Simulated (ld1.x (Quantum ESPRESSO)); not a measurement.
An all-electron radial function and its pseudo partner (Ge)

Columns: radius, all-electron u(r) and pseudo u(r) of the 4s shell (level -11.99 eV) of germanium in the configuration [Ar] 3d10 4s1.75 4p2.25; PBEsol, scalar-relativistic, TM scheme, ld1.x (Quantum ESPRESSO) 7.5.

```json
{"r (bohr)": "0.088", "all-electron": "-0.1184", "pseudo": "-0.0235"}
{"r (bohr)": "0.175", "all-electron": "-0.1857", "pseudo": "-0.0471"}
{"r (bohr)": "0.262", "all-electron": "0.0357", "pseudo": "-0.0716"}
{"r (bohr)": "0.350", "all-electron": "0.2489", "pseudo": "-0.0979"}
{"r (bohr)": "0.438", "all-electron": "0.3446", "pseudo": "-0.1262"}
{"r (bohr)": "0.525", "all-electron": "0.3291", "pseudo": "-0.1569"}
{"r (bohr)": "0.612", "all-electron": "0.2402", "pseudo": "-0.1913"}
{"r (bohr)": "0.700", "all-electron": "0.1108", "pseudo": "-0.2309"}
{"r (bohr)": "0.788", "all-electron": "-0.0325", "pseudo": "-0.2766"}
{"r (bohr)": "0.875", "all-electron": "-0.1719", "pseudo": "-0.3287"}
{"r (bohr)": "0.962", "all-electron": "-0.3000", "pseudo": "-0.3881"}
{"r (bohr)": "1.050", "all-electron": "-0.4135", "pseudo": "-0.4543"}
{"r (bohr)": "1.138", "all-electron": "-0.5092", "pseudo": "-0.5234"}
{"r (bohr)": "1.225", "all-electron": "-0.5862", "pseudo": "-0.5893"}
{"r (bohr)": "1.312", "all-electron": "-0.6469", "pseudo": "-0.6472"}
{"r (bohr)": "1.400", "all-electron": "-0.6931", "pseudo": "-0.6931"}
{"r (bohr)": "1.487", "all-electron": "-0.7256", "pseudo": "-0.7256"}
{"r (bohr)": "1.575", "all-electron": "-0.7467", "pseudo": "-0.7467"}
{"r (bohr)": "1.662", "all-electron": "-0.7578", "pseudo": "-0.7578"}
{"r (bohr)": "1.750", "all-electron": "-0.7605", "pseudo": "-0.7605"}
{"r (bohr)": "1.838", "all-electron": "-0.7560", "pseudo": "-0.7560"}
{"r (bohr)": "1.925", "all-electron": "-0.7458", "pseudo": "-0.7458"}
{"r (bohr)": "2.012", "all-electron": "-0.7309", "pseudo": "-0.7309"}
{"r (bohr)": "2.100", "all-electron": "-0.7120", "pseudo": "-0.7120"}
{"r (bohr)": "2.188", "all-electron": "-0.6902", "pseudo": "-0.6902"}
{"r (bohr)": "2.275", "all-electron": "-0.6664", "pseudo": "-0.6664"}
```

(1) How many radial nodes do the two functions have?

(2) At about which radius was the pseudo-wave matched?

(3) Where does each function peak?

(4) Is the pseudo-wave norm-conserving?

Results:

(1) The all-electron 4s function has n − l − 1 = 3 (the table is too coarse to show those close to the nucleus); the pseudo-wave has 0, since the states of the same l below it are removed with the core.

(2) 1.45 bohr. The columns agree to 0.0005 from 1.31 bohr on; several derivatives are matched, so the curves merge somewhat inside the radius.

(3) Outermost all-electron maximum near 1.75 bohr, pseudo maximum near 1.75 bohr (to the table’s step).

(4) Yes: the TM scheme keeps the norm inside the radius equal to the all-electron one, which fixes the energy derivative of the logarithmic derivative at the level.
